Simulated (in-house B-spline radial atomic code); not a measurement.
## KLI/ALDAx excitations of I7+

Method: KLI/ALDAx. Computed with an all-electron radial atomic-structure program (B-spline basis): linear response of the closed shell [Kr] 4d10 with the adiabatic LDA exchange kernel on the exchange-only KLI potential; scalar-relativistic (spin-free one-electron X2C), finite nucleus, no spin-orbit coupling, no double excitations, S, P, D and F terms only; shells from n = 2 respond. Only terms of natural parity with L up to 3 were computed.

Command:
```bash
python run_td.py task.json out
```
Settings (radii: box in bohr, nucleus in fm):
```
Z                        53
electrons                46
configuration            [Kr] 4d10
hamiltonian              x2c
method                   kli
box_radius               12.81
rms_radius               4.75
intervals                101
```

Time taken, with all properties: 5.5 s on 1 thread of Arm Neoverse N1, on a shared host.

The lowest states, in the order of their Tamm-Dancoff energies; the method's threshold (minus the highest occupied level) is 151.80 eV. Labels give the largest channel, * marks a mixed state, and oscillator strengths are full-response dipole values. Semilocal kernels can invert the small singlet-triplet splittings of Rydberg terms. Energies in eV:

```
     state  full response  Tamm-Dancoff  oscillator strength
4d → 5s 3D          45.95         45.97                    -
4d → 5s 1D              ?             ?                    -
4d → 5p 3P          61.00         61.03                    -
4d → 5p 3F          61.39         61.40                    -
4d → 5p 1F          62.04         62.05                    -
4d → 5p 1P          63.17         63.25                0.989
4d → 4f 3P          75.63         75.68                    -
4d → 4f 3F          77.02         77.05                    -
4d → 4f 1F          79.75         79.83                    -
4d → 5d 3S          82.65         82.68                    -
4d → 5d 3D          83.91         83.92                    -
4d → 5d 1D          84.61         84.63                    -
4d → 5d 1S          89.38         89.96                    -
4d → 4f 1P          92.03         93.57                 6.57
4d → 6s 3D          94.85         94.86                    -
4d → 6s 1D              ?             ?                    -
```

Task: Where does 4d → 6s 1D lie?

Result: At 95.10 eV in full response, 95.11 eV in Tamm-Dancoff.

Task: Where does 4d → 5s 1D lie?

Result: At 46.93 eV in full response, 46.94 eV in Tamm-Dancoff.

Task: How large is the singlet-triplet splitting of 4d → 5s (D terms) in Tamm-Dancoff?

Result: 0.974 eV, from the unrounded values.

Task: What polarisabilities and dispersion coefficient does the method give?

Result: Dipole 1.036 bohr³, quadrupole 1.231 bohr⁵, C6 2.861 hartree·bohr⁶ for two such species.
